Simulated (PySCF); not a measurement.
CBr₂, SMILES Br[C]Br (connectivity only; charge and spin as stated), neutral, multiplicity 1. Atoms are numbered in the order given.

```xyz
3

C      0.0000     0.0000     0.9975
Br     0.0000    -1.5598    -0.0855
Br     0.0000     1.5598    -0.0855
```

Geometry optimised at B3LYP-D3(BJ)/def2-TZVP.

Two levels are set side by side: PBE/pcSseg-2 (PySCF) and HF/pcSseg-2 (PySCF). GIAO shifts against TMS (¹³C) at the same level; non-relativistic, no solvent, atoms listed together averaged. Without spin–orbit terms, shifts of atoms bonded to Cl or Br come out too high at both levels. Differences are taken from unrounded values.

| quantity | PBE |
|---|---|
| δ(¹³C) of C1 (ppm) | 683.9 |

Question: These are the PBE values. What does HF give? (Estimate from the structure and the level; the computed values follow.)

Answer: 
```json
[
 {"quantity": "δ(¹³C) of C1 (ppm)", "HF": "1002.2", "PBE minus HF": "-318.3"}
]
```

Rough cost on one machine, each run with all the roots and properties that it gave: HF against PBE within a factor of 2.
